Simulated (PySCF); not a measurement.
Isomers of C8H20Ge. Level of theory: PySCF, PBE0-D3(BJ)/def2-SVP geometry optimisation, gas phase. One conformer each; no zero-point energy, no entropy. No frequencies were run at this level. Point groups hold within 0.08 Å.

Task: Rank from lowest to highest electronic energy at this level (kcal/mol).
A. Ge(tBu)2H2, `C[C](C)(C)[GeH2][C](C)(C)C`
B. GeH2(nBu)2 (`[CH2](CCC)[GeH2][CH2]CCC`)
C. `[CH3:1][CH2:2][Ge:3]([CH2:4][CH3:5])([CH2:6][CH3:7])[CH2:8][CH3:9]` with C1–C2–Ge3–C4 179°, C2–Ge3–C4–C5 -178°, C2–Ge3–C6–C7 57°, C2–Ge3–C8–C9 -55°

Result: C (0.0), B (8.3), A (8.6).

Neighbours under 2.5 kcal/mol apart ([H][Ge]([H])([CH2]CCC)[CH2]CCC and [H][Ge]([H])([C](C)(C)C)[C](C)(C)C) can change places with a better method, another conformer or zero-point energy.

| SMILES | E (Eh) | E rel (kcal/mol) | dipole (D) | point group | A, B, C (MHz) |
| --- | --- | --- | --- | --- | --- |
| C[CH2][Ge]([CH2]C)([CH2]C)[CH2]C | -2392.79888 | 0.0 | 0.01 | – | 1140, 1125, 729.8 |
| [H][Ge]([H])([CH2]CCC)[CH2]CCC | -2392.78568 | 8.3 | 0.77 | – | 3043, 343.8, 326.1 |
| [H][Ge]([H])([C](C)(C)C)[C](C)(C)C | -2392.78523 | 8.6 | 0.73 | C2 | 1839, 786.2, 732.9 |
